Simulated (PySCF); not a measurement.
# Deprotonation sites of allyl bromide

Molecule: allyl bromide, `C=CCBr` (C3H5Br). Numbering: `[CH2:1]=[CH:2][CH2:3][Br:4]`

These are calculated values, ωB97X-D3(BJ)/ma-def2-TZVP in PySCF (grid level 2) at geometries from PBE0-D3(BJ)/ma-def2-SVP. The prefix ma- adds one diffuse s and one diffuse p function on all atoms but H. ωB97X-D3(BJ) is ωB97X-V with D3(BJ) in place of VV10. Zero-point and thermal terms (298.15 K, 1 bar) come from unscaled PBE0-D3(BJ)/ma-def2-SVP harmonic frequencies, with soft modes damped to free rotors in the entropy.

| site | product | ΔH(acid) / kJ/mol | ΔG(acid) / kJ/mol |
| --- | --- | --- | --- |
| C3 (allylic carbon) | `C=C[CH-]Br` | 1594 | 1560 |

ΔH and ΔG refer to AH → A⁻ + H⁺ in the gas phase. Sites whose products fell apart, merged with another or lost in a GFN2-xTB screen aren't listed.

Vertical detachment energies of the anions: `C=C[CH-]Br` 1.18 eV.

Measured values (NIST Chemistry WebBook, evaluated or the median of agreeing entries): deprotonation enthalpy (ΔH) 1570 kJ/mol (computed 1594, difference 24); gas-phase acidity (ΔG) 1540 kJ/mol (computed 1560, difference 20).

Caveats: atoms from Ga to Kr are treated without relativity; C1, C2 are not listed: the run failed or kept an imaginary mode, or the ion rearranged or equalled another.
